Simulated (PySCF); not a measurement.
## Ionisation energy of As²⁺ by level of theory

As²⁺ [Ar] 3d10 4s2 4p1 (2P) → As³⁺ [Ar] 3d10 4s2 (1S), as a difference of total energies. Computed with PySCF 2.14 in aug-cc-pVQZ-DK (8s7p5d3f2g, 93 functions), with the spin-free X2C one-electron Hamiltonian (Gaussian nucleus). Correlated levels: valence: [Ar] 3d10 frozen. The calculations carry no spin-orbit coupling.

```tsv
method	ionisation energy (eV)
UHF	27.487
LDA	28.243
PBE	28.076
PBE0	28.111
r2SCAN	28.310
BHandHLYP	28.073
MN15	28.217
HSE06	28.128
B3LYP	28.197
MP2 (valence)	27.776
SCS-MP2 (valence)	27.770
```

Task: How much does correlation contribute at MP2 (valence)?

Result: 27.776 − (27.487) = 0.289 eV, measured against UHF.

A first-order spin-orbit estimate (lowest level to lowest level, LS coupling) adds 0.225 eV.

Errors of the correlated levels include the incompleteness of this basis and the frozen core.

For comparison: 28.349 ± 0.012 eV (measured; NIST Atomic Spectra Database, ionization energies).
